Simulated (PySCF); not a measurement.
B(All)(F)(H) (C3H6BF), SMILES C=CCBF. Atoms are numbered in the order given.

```xyz
11

B     -0.3611     0.9055     0.8984
C      0.4402    -0.3101     0.3217
C     -0.3597    -1.2104    -0.5644
C     -0.0874    -1.4782    -1.8426
H      0.7487    -0.8663     1.2342
H      1.3736     0.0249    -0.1592
H     -1.2539    -1.6589    -0.1128
H      0.7895    -1.0540    -2.3428
H     -0.7310    -2.1325    -2.4359
F      0.2743     2.0310     1.1880
H     -1.5481     0.8725     1.1444
```

Geometry optimised at PBE0-D3(BJ)/def2-SVP. The structure was generated by enumeration, and PubChem lists no compound with its InChIKey, so it may never have been made. The values are those of a single conformer.

Method: PySCF 2.14.0 with PBE0-D3(BJ)/def2-SVP.

Frequencies are harmonic and unscaled.

### Question
List the normal modes with their intensities. (An estimate is asked for; the answer gives what the named calculation found.)

### Answer

| mode | ν (cm⁻¹) | IR (km/mol) | moving atoms (share of kinetic energy) |
|---|---|---|---|
| 1 | 48 | 0.7 | C 41 %, F 32 %, H 19 %, B 8 % |
| 2 | 109 | 0.1 | H 45 %, C 32 %, B 21 % |
| 3 | 223 | 0.9 | H 39 %, C 36 %, B 13 %, F 12 % |
| 4 | 381 | 1.3 | H 40 %, C 30 %, F 24 % |
| 5 | 444 | 9.9 | C 39 %, H 32 %, F 17 %, B 13 % |
| 6 | 578 | 0.4 | H 66 %, C 22 % |
| 7 | 638 | 21.1 | H 70 %, C 27 % |
| 8 | 923 | 14.6 | H 65 %, C 25 %, B 10 % |
| 9 | 934 | 28.8 | H 72 %, C 26 % |
| 10 | 966 | 52.8 | H 44 %, B 29 %, C 26 % |
| 11 | 985 | 13.7 | H 55 %, C 29 %, B 15 % |
| 12 | 1032 | 10.0 | H 89 %, C 10 % |
| 13 | 1089 | 12.5 | H 61 %, C 26 %, B 12 % |
| 14 | 1117 | 24.5 | H 76 %, F 12 %, B 11 % |
| 15 | 1199 | 22.3 | H 39 %, C 34 %, B 14 %, F 12 % |
| 16 | 1200 | 22.9 | H 60 %, C 38 % |
| 17 | 1312 | 2.9 | H 80 %, C 19 % |
| 18 | 1385 | 12.9 | H 89 %, C 9 % |
| 19 | 1406 | 302.0 | B 49 %, H 29 %, F 12 %, C 10 % |
| 20 | 1437 | 40.6 | H 72 %, C 20 % |
| 21 | 1742 | 23.1 | C 88 %, H 12 % |
| 22 | 2616 | 156.2 | H 91 %, B 9 % |
| 23 | 2995 | 14.5 | H 94 % |
| 24 | 3114 | 4.6 | H 92 %, C 8 % |
| 25 | 3155 | 9.6 | H 94 % |
| 26 | 3167 | 5.4 | H 92 %, C 8 % |
| 27 | 3262 | 7.1 | H 89 %, C 11 % |
